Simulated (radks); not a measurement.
Results of a calculation; reference values are marked as such.
Pm VII, configuration [Xe] 6s1 (not the ground configuration). Code: a radial shooting solver on a logarithmic mesh with Libxc functionals. Model: scalar-relativistic Kohn-Sham, PBE, spin-polarised, spherical densities, finite nucleus; open shells are filled with parallel spins first (spin-orbit coupling, left out, can overturn this in heavy ions); Fermi nuclear charge, rms radius 4.962 fm. Some entries of the table are withheld. Estimate them.

| orbital | occ. | eigenvalue (eV) | r(max) (bohr) | <r^2> (bohr^2) |
|---|---|---|---|---|
| 1s up | 1 | -45131.80 | 0.01479 | 0.0007318 |
| 1s down | 1 | -45131.76 | 0.01479 | 0.0007318 |
| 2s up | 1 | -7438.149 | 0.08381 | 0.01157 |
| 2s down | 1 | -7438.126 | 0.08381 | 0.01157 |
| 2p up | 3 | -6654.886 | 0.06763 | 0.009268 |
| 2p down | 3 | -6654.864 | 0.06763 | 0.009268 |
| 3s up | 1 | -1720.845 | 0.2387 | 0.07756 |
| 3s down | 1 | -1720.815 | 0.2387 | 0.07756 |
| 3p up | 3 | -1474.915 | 0.2339 | 0.07763 |
| 3p down | 3 | -1474.884 | 0.2339 | 0.07763 |
| 3d up | 5 | -1137.491 | 0.1921 | 0.06573 |
| 3d down | 5 | -1137.462 | 0.1921 | 0.06572 |
| 4s up | 1 | -434.8119 | 0.5485 | 0.3848 |
| 4s down | 1 | -434.7544 | 0.5485 | 0.3848 |
| 4p up | 3 | -352.6274 | 0.5707 | 0.4290 |
| 4p down | 3 | -352.5648 | 0.5708 | 0.4289 |
| 4d up | 5 | -236.2540 | 0.5916 | 0.5026 |
| 4d down | 5 | -236.1777 | 0.5916 | 0.5024 |
| 5s up | 1 | -128.0558 | 1.195 | 1.806 |
| 5s down | 1 | -127.8254 | 1.195 | 1.800 |
| 5p up | 3 | -103.5107 | (1) | 2.199 |
| 5p down | 3 | -103.2122 | (2) | 2.185 |
| 5d up | 0 | -70.1446 | 1.536 | 3.213 |
| 5d down | 0 | -69.6208 | 1.529 | 3.165 |
| 6s up | 1 | -55.0187 | 2.448 | 7.025 |
| 6s down | 0 | -53.8229 | 2.439 | 6.908 |
| 6p up | 0 | (3) | 2.718 | 8.647 |
| 6p down | 0 | (4) | 2.697 | 8.465 |

Answer. 
(1) 5p up r(max) (bohr): 1.304
(2) 5p down r(max) (bohr): 1.303
(3) 6p up eigenvalue (eV): -46.7999
(4) 6p down eigenvalue (eV): -45.4688
